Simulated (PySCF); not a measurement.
Screening by computed properties: pick the candidate that meets the target.

Each SMILES stands for a single optimised conformer of the isolated species, non-relativistic unless stated; the electronic structure was computed with PySCF and density fitting.

Dipoles, sizes and rotational constants follow the conformer. The torsions of the flexible species, by atom-mapped SMILES:
- `[CH3:1]/[CH:2]=[P:3]\[CH2:4][CH2:5][CH2:6][OH:7]`: C2–P3–C4–C5 77°, P3–C4–C5–C6 62°, C4–C5–C6–O7 -179°, H–O7–C6–C5 -60°
- `[CH3:1][NH:2][c:3]1[cH:4][cH:5][cH:6][cH:7][c:8]1[F:9]`: C1–N2–C3–C4 15°
- `[CH2:1]=[CH:2][P:3]([CH3:4])[CH2:5][O:6][CH3:7]`: C1–C2–P3–C4 -140°, C2–P3–C5–O6 47°, P3–C5–O6–C7 -179°
- `[O:1]=[CH:2][c:3]1[cH:4][cH:5][c:6]([C:7](=[O:8])[Cl:9])[o:10]1`: O1–C2–C3–C4 0°, C5–C6–C7–O8 0°
- `[N:1]#[C:2][C:3]([F:4])([F:5])[C@@H:6]1[CH2:7][CH:8]=[CH:9][O:10]1`: C2–C3–C6–C7 61°

Question: Wanted: lowest singlet excitation between 3.7 eV and 4.6 eV (TDDFT B3LYP/def2-SVPD) and HOMO–LUMO gap below 5 eV (B3LYP/def2-SVPD), at GFN2-xTB geometries. Which candidate meets both?
A. `c1(C)pcpcc1F` (C5H5FP2)
B. `P` (PH3)
C. `FC([C@@H]1CC=CO1)(C#N)F` (C6H5F2NO)
D. `C/C=P\CCCO` (C5H11OP)
E. `C(=C)P(COC)C` (C5H11OP)
F. `CNc1ccccc1F` (C7H8FN)
G. `O=Cc1ccc(C(=O)Cl)o1` (C6H3ClO3)

Answer: A. Computed values:
| species | lowest singlet excitation | HOMO–LUMO gap |
| --- | --- | --- |
| O=Cc1ccc(C(=O)Cl)o1 (C6H3ClO3) | 3.38 eV | 4.49 eV |
| c1(C)pcpcc1F (C5H5FP2) | 4.01 eV | 4.78 eV |
| C/C=P\CCCO (C5H11OP) | 4.48 eV | 5.28 eV |
| CNc1ccccc1F (C7H8FN) | 4.69 eV | 5.38 eV |
| FC([C@@H]1CC=CO1)(C#N)F (C6H5F2NO) | 4.98 eV | 5.87 eV |
| C(=C)P(COC)C (C5H11OP) | 5.09 eV | 6.16 eV |
| P (PH3) | 7.18 eV | 8.24 eV |

Question: Wanted: lowest triplet excitation (Tamm–Dancoff) below 3.4 eV (TDA B3LYP/def2-SVPD) and dipole moment below 1.3 D (B3LYP/def2-SVPD), at GFN2-xTB geometries. Which candidate meets both?
A. `P` (PH3)
B. `N#CC(F)(F)[C@@H]1CC=CO1` (C6H5F2NO)
C. `C/C=P\CCCO` (C5H11OP)
D. `CNc1ccccc1F` (C7H8FN)
E. `O=Cc1ccc(C(=O)Cl)o1` (C6H3ClO3)
F. `C=CP(C)COC` (C5H11OP)

Answer: E. Computed values:
```csv
species,lowest triplet excitation (Tamm–Dancoff),dipole moment
O=Cc1ccc(C(=O)Cl)o1 (C6H3ClO3),2.74 eV,1.11 D
C/C=P\CCCO (C5H11OP),2.88 eV,2.59 D
CNc1ccccc1F (C7H8FN),3.86 eV,1.81 D
N#CC(F)(F)[C@@H]1CC=CO1 (C6H5F2NO),4.10 eV,3.34 D
C=CP(C)COC (C5H11OP),4.44 eV,1.50 D
P (PH3),6.11 eV,0.62 D
```

Question: Wanted: electronic spatial extent ⟨r²⟩ about the centre of nuclear charge above 1600 bohr² (B3LYP/def2-SVPD) and HOMO energy below -6.6 eV (B3LYP/def2-SVPD), at GFN2-xTB geometries. Which candidate meets both?
A. `C/C=P\CCCO`
B. `CNc1ccccc1F`
C. `c1(ccc(C=O)o1)C(=O)Cl`
D. `C=CP(C)COC`

Answer: C. Computed values:
| species | electronic spatial extent ⟨r²⟩ about the centre of nuclear charge | HOMO energy |
| --- | --- | --- |
| C=CP(C)COC | 1132 bohr² | -6.51 eV |
| CNc1ccccc1F | 1190 bohr² | -5.68 eV |
| C/C=P\CCCO | 1262 bohr² | -6.77 eV |
| c1(ccc(C=O)o1)C(=O)Cl | 1900 bohr² | -7.92 eV |

Question: Wanted: smallest rotational constant between 0.7 GHz and 1.05 GHz (GFN2-xTB) and static isotropic polarisability below 100 au (B3LYP/def2-SVPD), at GFN2-xTB geometries. Which candidate meets both?
A. `N#CC(F)(F)[C@@H]1CC=CO1`
B. `CC1=PC=PC=C1F`
C. `C=CP(C)COC`
D. `O=Cc1ccc(C(=O)Cl)o1`
E. `C/C=P\CCCO`

Answer: E. Computed values:
```csv
species,smallest rotational constant,static isotropic polarisability
O=Cc1ccc(C(=O)Cl)o1,0.527 GHz,102.0 au
CC1=PC=PC=C1F,0.848 GHz,108.9 au
C/C=P\CCCO,0.987 GHz,94.0 au
N#CC(F)(F)[C@@H]1CC=CO1,1.106 GHz,73.3 au
C=CP(C)COC,1.162 GHz,95.5 au
```
